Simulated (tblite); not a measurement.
C6H6O3 (charge +1 and doublet state).
Bonds: C1–O2, O2–C3, C3–O4 (double), C3–C5, C5–C6, C6–C7, C7–C8, C8–O9 (double), C5–C8. Hydrogens: H10, H11, H12 on C1; H13 on C6; H14, H15 on C7.

The geometry is computed with GFN2-xTB (gas phase). This method treats the open shell by occupation alone, without spin polarisation.

Question: Give the optimised bond lengths and angles.

Answer: 
```tsv
bond	length (Å)	order
C1–O2	1.437	single
O2–C3	1.288	single
C3=O4	1.199	double
C3–C5	1.515	single
C5–C6	1.341	single
C6–C7	1.505	single
C7–C8	1.563	single
C8=O9	1.166	double
C5–C8	1.503	single
C1–H10, C1–H11, C1–H12	1.090	single
C6–H13	1.074	single
C7–H14, C7–H15	1.092	single
```

Bonds in one row agree within 0.01 Å and their mean is given. Orders are formal, as drawn. A selection of angles:
```tsv
angle	degrees
C1–O2–C3	118.1
O2–C3–O4	131.6
O2–C3–C5	112.1
O4–C3–C5	116.3
C3–C5–C6	135.1
C3–C5–C8	128.8
C6–C5–C8	96.1
C5–C6–C7	92.4
C6–C7–C8	87.3
C7–C8–O9	137.7
C5–C8–C7	84.2
C5–C8–O9	138.0
```

Dihedral angles: C1–O2–C3–O4 0° (synperiplanar); O2–C3–C5–C6 180° (antiperiplanar); C3–C5–C6–C7 180° (antiperiplanar); C5–C6–C7–C8 0° (synperiplanar); C6–C7–C8–O9 -179° (antiperiplanar); C3–C5–C8–C7 180° (antiperiplanar).

The C–O distances run from 1.166 Å (C8=O9, drawn double in one of several resonance forms) to 1.437 Å (C1–O2, drawn single), a spread of 0.271 Å. The 4-membered ring C5–C6–C7–C8 has internal angles of 84.2° to 96.1° (sum 360°, against 360° for a flat polygon); it is planar, 0.00 Å rms from its mean plane, widest ring torsion 0°. C6 (carbon bonded to 2 C and H) is planar (angles 135.1°, 132.6° and 92.4°, sum 360.0°, 0.00 Å off the plane of its three neighbours). C5 (carbon bonded to 3 C) is planar (angles 135.1°, 128.8° and 96.1°, sum 360.0°, 0.00 Å off the plane of its three neighbours). C3 (carbon bonded to C and 2 O) is planar (angles 131.6°, 116.3° and 112.1°, sum 360.0°, 0.00 Å off the plane of its three neighbours). The C–C distances run from 1.341 Å (C5–C6, drawn single) to 1.563 Å (C7–C8, drawn single), a spread of 0.222 Å. The 9 heavy atoms lie in one plane (0.003 Å rms).

Point group: Cs (tolerance 0.08 Å). GFN2-xTB frequencies show an imaginary mode (50i cm⁻¹), so the point is no minimum at that level.

One conformer stands for the species.
